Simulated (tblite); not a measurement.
Species: C₈H₉N.
Atom-mapped SMILES: `[H]/[N:3]=[C:2](/[CH3:1])[c:4]1[cH:5][cH:6][cH:7][cH:8][cH:9]1` (hydrogens: H10, H11, H12 on C1; H13 on N3; H14 on C5; H15 on C6; H16 on C7; H17 on C8; H18 on C9)

Computed with GFN2-xTB (tblite), gas phase: nudged elastic band of 9 images (0 to 8), spring 0.2 eV/Å², climbing image at the end, force threshold 0.05 eV/Å. The top image wasn't refined or checked by frequencies; at this threshold it can lie a kcal/mol or more above the true saddle point of the method.

The band describes a rotation about C4–C2 (substituted aromatic carbon, imine carbon), followed by the dihedral C9–C4–C2–C1, from the optimised start (-145°) to a second optimised geometry at 36°.

Question: How does the energy change from image to image?

Answer: 
```json
{"image": "0", "dihedral (°)": "-145", "E (eV)": "0.000", "C4–C2 (Å)": "1.483", "C9···C1 (Å)": "3.75", "largest true force (eV/Å)": "0.01"}
{"image": "1", "dihedral (°)": "-122", "E (eV)": "0.022", "C4–C2 (Å)": "1.486", "C9···C1 (Å)": "3.60", "largest true force (eV/Å)": "0.03"}
{"image": "2", "dihedral (°)": "-99", "E (eV)": "0.052", "C4–C2 (Å)": "1.489", "C9···C1 (Å)": "3.43", "largest true force (eV/Å)": "0.04"}
{"image": "3", "dihedral (°)": "-77", "E (eV)": "0.046", "C4–C2 (Å)": "1.489", "C9···C1 (Å)": "3.24", "largest true force (eV/Å)": "0.03"}
{"image": "4", "dihedral (°)": "-55", "E (eV)": "0.019", "C4–C2 (Å)": "1.485", "C9···C1 (Å)": "3.09", "largest true force (eV/Å)": "0.03"}
{"image": "5", "dihedral (°)": "-33", "E (eV)": "0.022", "C4–C2 (Å)": "1.485", "C9···C1 (Å)": "3.00", "largest true force (eV/Å)": "0.05"}
{"image": "6", "dihedral (°)": "-10", "E (eV)": "0.035", "C4–C2 (Å)": "1.486", "C9···C1 (Å)": "2.94", "largest true force (eV/Å)": "0.05"}
{"image": "7", "dihedral (°)": "13", "E (eV)": "0.020", "C4–C2 (Å)": "1.484", "C9···C1 (Å)": "2.92", "largest true force (eV/Å)": "0.04"}
{"image": "8", "dihedral (°)": "36", "E (eV)": "0.000", "C4–C2 (Å)": "1.483", "C9···C1 (Å)": "3.00", "largest true force (eV/Å)": "0.01"}
```

Barriers of this band. The top is image 2 at -99°: 0.05 eV in either direction, as the ends lie within 0.002 eV of each other. The central bond is 0.006 Å longer at the top than at the start. The profile has 2 maxima (images 2 and 6), with lower images between them.

Question: How long is the path, and how are the images spaced?

Answer: Cartesian distances between aligned neighbours (all atoms, Å): 1.21, 1.21, 1.18, 1.19, 1.19, 1.20, 1.21, 1.19; the sum is 9.57 Å, and the top lies 25 % of the way along.

What follows is the cost of the whole band run. Time: 2.9 s; peak memory 0.18 GiB. Hardware: an AMD EPYC 9R14 with one thread (shared host).
